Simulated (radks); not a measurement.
Task: These are the eigenvalues of the occupied orbitals of an atom or ion with whole-number occupations (eV). Method: scalar-relativistic Kohn-Sham, PBE, spin-polarised, spherical densities, finite nucleus; Fermi nuclear charge, rms radius of each element as measured or else 0.836 A^(1/3) + 0.57 fm; computed with a radial shooting solver on a logarithmic mesh with Libxc functionals.

orbital  eigenvalue
1s        -8859.721
2s        -1070.839
2p        -925.3725
3s        -123.3210
3p         -80.7942
3d         -13.6586

Which element is it, and in what charge state? The configuration may be excited. Open shells, if any, are filled with parallel spins first.

Result: Z = 29, copper, charge +1: Cu+ in [Ar] 3d10. The list shows which subshells hold electrons but not how many an open one holds; the 1s level, -325.59 hartree, gives Z - s = 25.5 by -(Z - s)^2/2, which with screening and relativity narrows Z to a few neighbours, and the depths of the outer levels then fix element, charge and occupations together.
